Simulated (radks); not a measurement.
Question: Radial electron density D(r) = 4 pi r^2 rho(r) of an atom or ion with 27 electrons. Method: non-relativistic Kohn-Sham, LB94 model potential, spin-polarised, spherical densities, point nucleus; computed with a radial shooting solver on a logarithmic mesh with Libxc functionals.

r (bohr)  D(r) (e/bohr)   spin D(r)
0.001735         0.5690  0.00000329
0.001971         0.7250  0.00000419
0.002259         0.9359  0.00000542
0.002567          1.187  0.00000687
0.002941          1.525  0.00000883
0.003343          1.925   0.0000111
0.00383           2.456   0.0000142
0.004352          3.078   0.0000178
0.004987          3.895   0.0000226
0.005667          4.837   0.0000281
0.006493          6.052   0.0000352
0.00738           7.427   0.0000433
0.008455          9.161   0.0000536
0.009609          11.07   0.0000650
0.01101           13.40   0.0000792
0.01251           15.88   0.0000947
0.01434           18.76    0.000114
0.01629           21.66    0.000134
0.01867           24.82    0.000158
0.02122           27.72    0.000185
0.02431           30.54    0.000221
0.02763           32.73    0.000264
0.03165           34.36    0.000329
0.03597           35.06    0.000425
0.04121           34.84    0.000590
0.04684           33.78    0.000855
0.05366           32.02     0.00134
0.06099           30.17     0.00214
0.06988           28.59     0.00360
0.07942           28.00     0.00595
0.09099           28.76      0.0102
0.1034            30.82      0.0169
0.1185            34.04      0.0286
0.1347            37.21      0.0464
0.1543            39.57      0.0759
0.1753            39.86       0.118
0.2009            37.56       0.182
0.2283            33.21       0.266
0.2616            27.39       0.381
0.2973            22.31       0.513
0.3406            18.80       0.669
0.3871            17.90       0.817
0.4435            19.04       0.957
0.5041            20.90        1.05
0.5775            22.21        1.09
0.6564            21.88        1.07
0.752             19.69       0.983
0.8547            16.36       0.858
0.9792            12.33       0.700
1.113             8.769       0.547
1.275             5.688       0.396
1.449             3.566       0.273
1.66              2.045       0.171
1.887             1.143       0.100
2.162            0.5717      0.0512
2.457            0.2722      0.0241
2.815            0.1096     0.00926
3.199           0.04039     0.00319
3.666           0.01167    0.000833
4.166          0.002972    0.000187
4.773         0.0005435   0.0000285

What is the nuclear charge?

Answer: Z = 29. The innermost maximum, from 1s, lies near 1/Z = 0.0345 bohr (found: 0.0374), and its height grows with Z. The density is that of the copper ion Cu2+ in [Ar] 3d9; the configuration itself is not fixed sharply by these data, and Z only to about a unit. D(r) has 3 maxima, at r = 0.0374, 0.167, 0.601 bohr, and minima at 0.0794, 0.381 bohr, inside which lie 2.11, 10.94 electrons.
